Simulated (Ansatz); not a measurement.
C3H9AlS, SMILES `C[CH2][Al]([CH3])[SH]`, relaxed with RKS PBE0-D4/def2-TZVP in the Gaussian-basis code of Ansatz from a PBE-D4/def2-SVP geometry. The force threshold is 0.005 eV/Å; the program also tests the step.

Total charge 0; spin multiplicity 1.

Start:

```xyz
14

C    -1.888   -0.035    1.119
C    -0.897   -0.698    0.151
Al    0.770    0.279   -0.270
C     2.128   -0.350   -1.541
S     1.154    2.222    0.718
H    -2.789   -0.660    1.299
H    -1.429    0.157    2.113
H    -2.248    0.944    0.737
H    -1.391   -0.923   -0.824
H    -0.587   -1.699    0.534
H     3.080    0.213   -1.460
H     1.760   -0.228   -2.583
H     2.353   -1.429   -1.409
H    -0.019    2.208    1.415
```

```json
{"step": "1", "energy (eV)": "-20682.8987", "largest force (eV/Å)": "0.537", "largest move (Å)": "0.000"}
{"step": "2", "energy (eV)": "-20682.9453", "largest force (eV/Å)": "0.209", "largest move (Å)": "0.029"}
{"step": "3", "energy (eV)": "-20682.9491", "largest force (eV/Å)": "0.059", "largest move (Å)": "0.032"}
{"step": "4", "energy (eV)": "-20682.9492", "largest force (eV/Å)": "0.101", "largest move (Å)": "0.021"}
{"step": "5", "energy (eV)": "-20682.9501", "largest force (eV/Å)": "0.011", "largest move (Å)": "0.017"}
{"step": "6", "energy (eV)": "-20682.9501", "largest force (eV/Å)": "0.010", "largest move (Å)": "0.009"}
{"step": "7", "energy (eV)": "-20682.9501", "largest force (eV/Å)": "0.002", "largest move (Å)": "0.007"}
{"step": "8", "energy (eV)": "-20682.9502", "largest force (eV/Å)": "0.007", "largest move (Å)": "0.013"}
{"step": "9", "energy (eV)": "-20682.9502", "largest force (eV/Å)": "0.014", "largest move (Å)": "0.024"}
{"step": "10", "energy (eV)": "-20682.9502", "largest force (eV/Å)": "0.015", "largest move (Å)": "0.008"}
{"step": "11", "energy (eV)": "-20682.9502", "largest force (eV/Å)": "0.018", "largest move (Å)": "0.027"}
{"step": "12", "energy (eV)": "-20682.9502", "largest force (eV/Å)": "0.020", "largest move (Å)": "0.014"}
{"step": "13", "energy (eV)": "-20682.9503", "largest force (eV/Å)": "0.016", "largest move (Å)": "0.005"}
{"step": "14", "energy (eV)": "-20682.9503", "largest force (eV/Å)": "0.010", "largest move (Å)": "0.013"}
{"step": "15", "energy (eV)": "-20682.9503", "largest force (eV/Å)": "0.007", "largest move (Å)": "0.020"}
{"step": "16", "energy (eV)": "-20682.9503", "largest force (eV/Å)": "0.018", "largest move (Å)": "0.030"}
{"step": "17 (rejected)", "energy (eV)": "-20682.9503", "largest force (eV/Å)": "0.025", "largest move (Å)": "0.011"}
{"step": "18", "energy (eV)": "-20682.9504", "largest force (eV/Å)": "0.003", "largest move (Å)": "0.005"}
{"step": "19", "energy (eV)": "-20682.9504", "largest force (eV/Å)": "0.004", "largest move (Å)": "0.010"}
{"step": "20", "energy (eV)": "-20682.9504", "largest force (eV/Å)": "0.006", "largest move (Å)": "0.018"}
{"step": "21", "energy (eV)": "-20682.9504", "largest force (eV/Å)": "0.004", "largest move (Å)": "0.007"}
```

End:

```xyz
14

C    -1.869   -0.039    1.113
C    -0.906   -0.675    0.114
Al    0.759    0.285   -0.272
C     2.112   -0.349   -1.522
S     1.158    2.193    0.739
H    -2.767   -0.645    1.264
H    -1.404    0.094    2.094
H    -2.201    0.949    0.781
H    -1.411   -0.840   -0.847
H    -0.624   -1.682    0.449
H     2.975    0.318   -1.577
H     1.698   -0.443   -2.531
H     2.474   -1.343   -1.239
H     0.007    2.177    1.432
```

Run time 44 s (4 threads of an Intel Xeon 6975P-C on a shared host); peak host memory 0.68 GiB.
